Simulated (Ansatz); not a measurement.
`BO[Si](C)(C)C` at its PBE0-D4/def2-TZVP geometry, where that method's forces vanish. Total charge 0; spin multiplicity 1.

```csv
atom,x (Å),y (Å),z (Å)
B1,-2.0321,-1.5831,-0.2156
O2,-0.9839,-1.0895,0.4568
Si3,0.1829,0.0691,0.1471
C4,-0.0892,0.8339,-1.5310
C5,1.8237,-0.8070,0.2276
C6,0.0268,1.3409,1.4977
H7,-2.6922,-2.4401,0.3070
H8,-2.3039,-1.1756,-1.3174
H9,-1.0654,1.3201,-1.5977
H10,-0.0316,0.0879,-2.3272
H11,0.6760,1.5910,-1.7254
H12,1.9561,-1.2966,1.1955
H13,1.8996,-1.5711,-0.5501
H14,2.6493,-0.1036,0.0890
H15,0.1367,0.8788,2.4817
H16,-0.9485,1.8329,1.4632
H17,0.7956,2.1121,1.3988
```

Q: For each bond, give half the difference of the two atoms' forces along it (eV/Å; positive pushes the atoms apart) under PBE-D4, r2SCAN-D4, B3LYP-D4, ωB97M-V in def2-TZVPP. (Best estimate.)

A: Ansatz gave: 
```tsv
bond	length (Å)	PBE-D4	r2SCAN-D4	B3LYP-D4	ωB97M-V
B1–O2	1.340	0.23	0.17	0.11	0.19
B1–H7	1.201	-0.01	-0.07	-0.14	-0.17
B1–H8	1.206	-0.03	-0.06	-0.11	-0.13
O2–Si3	1.673	0.27	-0.01	0.05	0.06
Si3–C5	1.862	-0.05	-0.02	0.04	-0.01
C4–H9	1.093	0.11	0.00	-0.05	-0.04
C4–H10	1.093	0.11	0.00	-0.05	-0.04
C4–H11	1.094	0.10	-0.01	-0.05	-0.03
C5–H12	1.093	0.10	-0.01	-0.04	-0.04
C5–H13	1.093	0.11	0.00	-0.04	-0.04
C5–H14	1.093	0.11	-0.01	-0.05	-0.04
C6–H15	1.093	0.10	0.00	-0.04	-0.04
C6–H16	1.093	0.11	0.00	-0.04	-0.04
C6–H17	1.093	0.11	-0.01	-0.05	-0.04
```

B3LYP here is the variant with VWN-RPA as its local correlation; programs differ in this.
